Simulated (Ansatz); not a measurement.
Level of theory: frozen-core CCSD(T)/cc-pVTZ // B3LYP-D3(BJ)/def2-TZVP (Ansatz, an electronic-structure program).

Ansatz 0.2 input:
```yaml
crystal:
  periodic: [false, false, false]
  atoms:
    - { symbol: C, position_ang: [1.187339, 0.072699, -0.065102] }
    - { symbol: N, position_ang: [0.11361, -0.434645, 0.739474] }
    - { symbol: C, position_ang: [-1.170605, -0.136904, 0.174175] }
    - { symbol: H, position_ang: [1.112048, 1.164261, -0.188806] }
    - { symbol: H, position_ang: [1.160534, -0.354327, -1.079635] }
    - { symbol: H, position_ang: [2.149799, -0.162811, 0.388214] }
    - { symbol: H, position_ang: [-1.27013, -0.562714, -0.83646] }
    - { symbol: H, position_ang: [-1.31523, 0.949335, 0.065882] }
    - { symbol: H, position_ang: [-1.967367, -0.534896, 0.80226] }
basis:
  gaussian: { orbitals: cc-pVTZ }
correlation:
  method: ccsd_t
magnetization:
  spin_polarized: true
  initial_magnetization: 1
```

Output:

```
Functional definition: HF
981 factors; integrals over basis functions are off by at most 1.1e-3 eV
mean field evaluation 1: about -3634.8247 eV, gradient 1.9e1 eV
mean field evaluation 2: about -3634.8270 eV, gradient 1.9e1 eV
mean field evaluation 4: about -3637.4491 eV, gradient 3.0e0 eV
mean field evaluation 8: about -3637.5460 eV, gradient 1.4e-1 eV
mean field evaluation 16: about -3637.5346 eV, gradient 8.2e-1 eV
mean field evaluation 32: about -3635.5229 eV, gradient 1.0e-3 eV
mean field -3637.54630955 eV, -133.6773612585 hartree, gradient 2.5e-6 eV, S^2 0.763032; 1 other end points of the search recorded, 0 dependent functions left out
determinant -3637.54630955 eV, -133.6773612585 hartree, with singles and doubles -3653.22215722 eV, -134.2534380348 hartree
determinant -3635.52292414 eV, -133.6030032160 hartree, with singles and doubles -3651.22676654 eV, -134.1801087801 hartree
3 core orbitals not correlated
reference -3637.54630955 eV, -133.6773612585 hartree; 10, 9 occupied and 161, 162 virtual orbitals, 981 factors
second order -14.36776551 eV of doubles, -0.00000000 eV of singles
cycle   1  -15.43899680 eV  change    -1.2e0 eV  update   2.2e-2
cycle   2  -15.46913839 eV  change   -3.0e-2 eV  update   4.9e-3
cycle   3  -15.46938333 eV  change   -2.4e-4 eV  update   2.3e-3
cycle   4  -15.46989540 eV  change   -5.1e-4 eV  update   8.5e-4
cycle   5  -15.47034833 eV  change   -4.5e-4 eV  update   4.2e-4
cycle   6  -15.47046712 eV  change   -1.2e-4 eV  update   1.4e-4
cycle   7  -15.47056287 eV  change   -9.6e-5 eV  update   4.7e-5
cycle   8  -15.47058859 eV  change   -2.6e-5 eV  update   1.6e-5
cycle   9  -15.47058289 eV  change    5.7e-6 eV  update   5.8e-6
perturbative correction -0.56684516 eV, -0.0208311754 hartree
Total energy: -3653.58373760 eV, -134.2667258689 hartree
```

Cost: about 100 core-seconds (a rough figure).
